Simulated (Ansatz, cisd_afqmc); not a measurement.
System: N, charge 0, quartet.

Total energies in def2-TZVPPD, 5 correlated electrons, 1 frozen orbitals. Open shells are spin-unrestricted; no spin-orbit coupling. Correlated methods leave the cores frozen. No relativity. AFQMC is phaseless with a CISD trial state; ± is one standard error, without the phaseless bias. Outlying blocks are dropped, and bars are widened where a walk drifts. Over all cases where full CI ran beside it in this data, AFQMC minus full CI had a median of +0.1 mEh and passed +0.4 mEh in a tenth of the cases. Full CI freezes restricted core orbitals and the other rows unrestricted ones, which leaves a small offset even where coupled cluster is exact.

```
method         program        energy (Eh)  error against FCI (mEh)
----------  ----------  -----------------  -----------------------
HF              Ansatz          -54.40277                   114.00
MP2             Ansatz          -54.49803                    18.74
CCSD            Ansatz          -54.51417                     2.60
CCSD(T)         Ansatz          -54.51655                     0.22
CCSDT(Q)        Ansatz          -54.51696                    -0.18
CCSDTQ          Ansatz          -54.51696                    -0.18
AFQMC/CISD  cisd_afqmc  -54.5168 ± 0.0001                0.0 ± 0.1
FCI             Ansatz          -54.51677                     0.00
```

Ansatz is a quantum-chemistry and plane-wave program.
